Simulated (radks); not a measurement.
Values are calculated unless marked as measured or tabulated.
The terbium ion Tb+, 64 electrons, occupied as [Xe] 4f(up 6, down 3) 6s(up 0.5, down 0.5) (fractional occupations, a model configuration).

Level of theory: scalar-relativistic Kohn-Sham, PBEsol, spin-polarised, spherical densities, point nucleus (a radial shooting solver on a logarithmic mesh with Libxc functionals).

Energy parts (hartree):
| part | energy |
|---|---|
| total | -11704.8450 |
| kinetic | 12598.1155 |
| electron-nucleus | -28595.7064 |
| Hartree | 4544.6028 |
| exchange-correlation | -251.8568 |

Orbitals (lengths in bohr, moments of r in powers of bohr; r(max) is where P^2 peaks; r(90%) holds 90 % of the orbital's charge):
orbital  occ.  eigenvalue (hartree)      <r^4>  r(90%)   r(max)   <1/r>
1s up       1             -1905.346  1.064e-06  0.0389  0.01365   73.09
1s down     1             -1905.346  1.064e-06  0.0389  0.01365   73.09
2s up       1             -316.0458  0.0001682   0.142  0.07752   16.97
2s down     1             -316.0447  0.0001682   0.142  0.07752   16.97
2p up       3             -280.8816  0.0001262   0.132  0.06281   15.80
2p down     3             -280.8807  0.0001262   0.132  0.06281   15.80
3s up       1             -70.28397   0.006478   0.351   0.2198   6.234
3s down     1             -70.24223   0.006468   0.351   0.2198   6.236
3p up       3             -59.44166   0.006803   0.356   0.2159   5.852
3p down     3             -59.40012   0.006790   0.356   0.2158   5.855
3d up       5             -45.30830   0.005404   0.337   0.1764   5.553
3d down     5             -45.27632   0.005389   0.337   0.1764   5.555
4s up       1             -14.13384     0.1596   0.778   0.5047   2.628
4s down     1             -14.04097     0.1597   0.778   0.5047   2.628
4p up       3             -10.56422     0.2102   0.835   0.5271   2.412
4p down     3             -10.47220     0.2105   0.835   0.5270   2.411
4d up       5              -5.66714     0.3339   0.938   0.5469   2.124
4d down     5              -5.57629     0.3358   0.939   0.5468   2.123
4f up       6              -0.38106      3.937    1.55   0.5548   1.519
4f down     3              -0.30261      5.550    1.64   0.5563   1.490
5s up       1              -2.00425      5.787    1.91    1.179   1.002
5s down     1              -1.95665      5.976    1.92    1.185  0.9938
5p up       3              -1.16490      12.15    2.30    1.345  0.8362
5p down     3              -1.13034      12.74    2.33    1.355  0.8260
6s up     0.5              -0.32293      370.6    5.43    3.267  0.3362
6s down   0.5              -0.31848      385.7    5.48    3.304  0.3326

The highest occupied level is 4f down at -8.234 eV. The density falls to 0.001 e/bohr^3 at r = 4.45 bohr.
